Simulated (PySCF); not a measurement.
How methods differ on the ionisation energy of Tl⁵³⁺

Tl⁵³⁺ [Ar] 3d10 → Tl⁵⁴⁺ [Ar] 3d9 [3d3/2^4 3d5/2^5, M_J = 5/2], as a difference of total energies. All numbers are calculated (PySCF 2.14, the two-component X2C-1e Hamiltonian, in an even-tempered Gaussian basis (15 s from 15 bohr⁻², ratio 2.8; 13 p from 19 bohr⁻², ratio 2.8; 8 d from 19 bohr⁻², ratio 2.8; 3 f from 72 bohr⁻², ratio 3)). Correlated levels: [Ne] frozen; the 72 highest virtual spinors dropped. "Screened" scales the spin-orbit matrix elements by Boettger's factors to mimic the two-electron term; Breit and QED terms are absent.

```tsv
method	ionisation energy (eV)
GHF (spin-free)	5278.0
GMP2 (spin-free)	5279.4
GHF (screened spin-orbit)	5235.4
GMP2 (screened spin-orbit)	5236.8
```

Breit and QED terms and the two-electron picture change are absent.

The spin-free rows lack the spin-orbit shift.

For comparison: 5234 ± 5 eV (theoretical estimate listed by NIST; NIST Atomic Spectra Database, ionization energies).
